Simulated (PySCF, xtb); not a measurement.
Si(H)(SiH3) (H4Si2), SMILES [SiH][SiH3] (connectivity only; charge and spin as stated), neutral, multiplicity 1.

GFN2-xTB (xtb) at its own geometry gives an orbital gap of 1.74 eV and a dipole moment of 1.22 D.

Coordinates come from a ωB97X-D3(BJ)/def2-TZVP optimisation. The isomer is the one that the SMILES or the coordinates give; other isomers of the formula were not compared.

What does PBE0/def2-TZVPD (PySCF) give? (Estimate from the structure and the level; the computed values follow.)

gap 3.26 eV (levels -6.64 and -3.38 eV), dipole 0.17 D.
